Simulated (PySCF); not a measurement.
MoF6, SMILES [Mo]([F])([F])([F])([F])([F])[F], multiplicity 1. Coordinates come from a B3LYP-D3(BJ)/def2-SVP optimisation. The spin state was assumed, not searched. The isomer is the one that the SMILES or the coordinates give; other isomers of the formula were not compared. The def2 effective core potentials stand for the cores of Mo; spin–orbit coupling is left out.

Computed equilibrium geometry at B3LYP-D3(BJ)/def2-SVP (PySCF confirms it by a frequency run) as bond lengths and angles, and its point group:
point group Oh.
Atoms: Mo1 F2 F3 F4 F5 F6 F7. Bonds (Å): Mo1–F2 1.828, Mo1–F3 1.828, Mo1–F4 1.828, Mo1–F5 1.828, Mo1–F6 1.828, Mo1–F7 1.828. Bond angles (°): F2–Mo1–F3 180.0, F2–Mo1–F4 90.0, F2–Mo1–F5 90.0, F2–Mo1–F6 90.0, F2–Mo1–F7 90.0, F3–Mo1–F4 90.0, F3–Mo1–F5 90.0, F3–Mo1–F6 90.0, F3–Mo1–F7 90.0, F4–Mo1–F5 90.0, F4–Mo1–F6 90.0, F4–Mo1–F7 180.0, F5–Mo1–F6 180.0, F5–Mo1–F7 90.0, F6–Mo1–F7 90.0.
Charge 0, spin multiplicity 1.
